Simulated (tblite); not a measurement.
C₈H₁₀P₂.
Numbering: `[PH2:1][P:2]1[CH2:3][CH2:4][c:5]2[cH:6][cH:7][cH:8][cH:9][c:10]21` (hydrogens: H11, H12 on P1; H13, H14 on C3; H15, H16 on C4; H17 on C6; H18 on C7; H19 on C8; H20 on C9)

Computed with GFN2-xTB (tblite), gas phase: L-BFGS steps from a force-field or distance-geometry start until the largest atomic force falls under 0.01 eV/Å.

Step 17: E = -742.0599 eV
```
atom  x, y, z in Å  |  force x, y, z in eV/Å
P1     -2.5226    1.3564   -1.2311    0.063  -0.038  -0.038
P2     -1.6509    0.6902    0.6491    0.031  -0.062   0.101
C3     -1.8165   -1.1631    0.4492    0.023  -0.045   0.091
C4     -0.5988   -1.7202   -0.2981   -0.025   0.138   0.015
C5      0.5004   -0.7063   -0.2110   -0.029   0.012   0.058
C6      1.8273   -0.9612   -0.5042    0.005   0.017   0.002
C7      2.7663    0.0490   -0.3744   -0.029   0.031  -0.010
C8      2.3822    1.3108    0.0514   -0.009   0.016  -0.002
C9      1.0546    1.5772    0.3425   -0.003  -0.027  -0.001
C10     0.1122    0.5698    0.2000    0.024  -0.029  -0.012
H11    -3.8027    1.3291   -0.6683    0.042   0.029  -0.029
H12    -2.3391    2.6956   -0.8833   -0.016  -0.023  -0.036
H13    -2.7580   -1.4295   -0.0315   -0.047   0.037  -0.033
H14    -1.8464   -1.5643    1.4664   -0.005  -0.044   0.016
H15    -0.8338   -1.8939   -1.3505   -0.063   0.008  -0.059
H16    -0.2813   -2.6701    0.1342   -0.008  -0.040  -0.021
H17     2.1236   -1.9512   -0.8210    0.024   0.016  -0.013
H18     3.8022   -0.1510   -0.6022    0.027   0.002   0.013
H19     3.1228    2.0883    0.1701   -0.002  -0.001  -0.022
H20     0.7533    2.5552    0.6904   -0.003   0.002  -0.021
```

Step 18: E = -742.0619 eV
```
atom  x, y, z in Å  |  force x, y, z in eV/Å
P1     -2.5170    1.3529   -1.2298    0.055  -0.033  -0.021
P2     -1.6496    0.6892    0.6538    0.015  -0.056   0.078
C3     -1.8167   -1.1642    0.4503    0.009  -0.009   0.110
C4     -0.5989   -1.7176   -0.2988   -0.066   0.118   0.024
C5      0.5009   -0.7053   -0.2083   -0.054  -0.002   0.008
C6      1.8269   -0.9585   -0.5052    0.001  -0.007   0.026
C7      2.7665    0.0498   -0.3739   -0.036   0.028  -0.019
C8      2.3813    1.3103    0.0508    0.002   0.049   0.003
C9      1.0545    1.5769    0.3418   -0.025  -0.014   0.006
C10     0.1118    0.5706    0.2007    0.023  -0.051   0.010
H11    -3.7982    1.3244   -0.6686    0.046   0.039  -0.036
H12    -2.3335    2.6938   -0.8859   -0.024  -0.036  -0.034
H13    -2.7597   -1.4263   -0.0306   -0.030   0.032  -0.034
H14    -1.8478   -1.5682    1.4664   -0.001  -0.042   0.014
H15    -0.8392   -1.8919   -1.3493   -0.041   0.030  -0.087
H16    -0.2853   -2.6690    0.1297    0.023  -0.076   0.004
H17     2.1246   -1.9471   -0.8205    0.025  -0.031  -0.032
H18     3.8018   -0.1500   -0.6012    0.050  -0.003   0.007
H19     3.1212    2.0870    0.1680    0.023   0.034  -0.013
H20     0.7511    2.5540    0.6881    0.004   0.032  -0.011
```

Step 19: E = -742.0640 eV
```
atom  x, y, z in Å  |  force x, y, z in eV/Å
P1     -2.5092    1.3478   -1.2289    0.045  -0.031   0.012
P2     -1.6481    0.6874    0.6603   -0.005  -0.029   0.040
C3     -1.8173   -1.1651    0.4530   -0.019   0.020   0.093
C4     -0.6003   -1.7139   -0.2993   -0.087   0.029   0.016
C5      0.5008   -0.7044   -0.2055   -0.057  -0.025  -0.046
C6      1.8263   -0.9556   -0.5058   -0.002  -0.045   0.037
C7      2.7664    0.0510   -0.3738   -0.022   0.029  -0.022
C8      2.3802    1.3107    0.0501   -0.001   0.061   0.002
C9      1.0537    1.5767    0.3411   -0.023   0.004   0.011
C10     0.1115    0.5708    0.2020    0.015  -0.052   0.043
H11    -3.7913    1.3198   -0.6693    0.044   0.043  -0.047
H12    -2.3276    2.6903   -0.8890   -0.024  -0.043  -0.033
H13    -2.7619   -1.4219   -0.0300    0.000   0.029  -0.019
H14    -1.8493   -1.5731    1.4669   -0.001  -0.048   0.026
H15    -0.8457   -1.8888   -1.3493   -0.015   0.061  -0.079
H16    -0.2895   -2.6686    0.1245    0.037  -0.070   0.010
H17     2.1260   -1.9430   -0.8205    0.019  -0.062  -0.044
H18     3.8020   -0.1488   -0.5999    0.043  -0.003   0.003
H19     3.1198    2.0863    0.1656    0.045   0.072  -0.003
H20     0.7486    2.5532    0.6853    0.007   0.059   0.000
```

Problem. Estimate the geometry and energy of step 20. (The exact step hangs on the optimiser's Hessian estimate; all steps are aligned on step 19, rigid shifts and turns removed.)

Solution. E = -742.0664 eV, largest force 0.120 eV/Å
```
atom  x, y, z in Å  |  force x, y, z in eV/Å
P1     -2.4992    1.3411   -1.2277    0.033  -0.032   0.047
P2     -1.6465    0.6851    0.6689   -0.021   0.011  -0.001
C3     -1.8186   -1.1657    0.4575   -0.045   0.033   0.048
C4     -0.6034   -1.7098   -0.2998   -0.082  -0.087  -0.004
C5      0.4998   -0.7038   -0.2031   -0.033  -0.047  -0.088
C6      1.8255   -0.9532   -0.5059   -0.004  -0.064   0.039
C7      2.7660    0.0529   -0.3741   -0.010   0.012  -0.019
C8      2.3788    1.3120    0.0493    0.012   0.061  -0.007
C9      1.0525    1.5767    0.3405   -0.017   0.034   0.020
C10     0.1111    0.5703    0.2045    0.006  -0.040   0.074
H11    -3.7822    1.3153   -0.6709    0.033   0.041  -0.056
H12    -2.3212    2.6852   -0.8932   -0.016  -0.042  -0.031
H13    -2.7644   -1.4160   -0.0294    0.030   0.026   0.009
H14    -1.8512   -1.5797    1.4680   -0.005  -0.052   0.044
H15    -0.8537   -1.8839   -1.3504    0.008   0.091  -0.042
H16    -0.2938   -2.6692    0.1183    0.034  -0.033   0.000
H17     2.1280   -1.9392   -0.8213    0.007  -0.078  -0.048
H18     3.8029   -0.1475   -0.5983    0.011   0.002   0.004
H19     3.1189    2.0867    0.1627    0.048   0.095   0.004
H20     0.7458    2.5534    0.6819    0.010   0.068   0.009
```

The energy changes by -0.0024 eV. The first-order estimate −F·Δx gives -0.0032 eV and the mean of the old and new forces, exact on a quadratic surface, -0.0024 eV. The step makes an angle of 68° with the force vector and moves no atom by more than 0.012 Å.
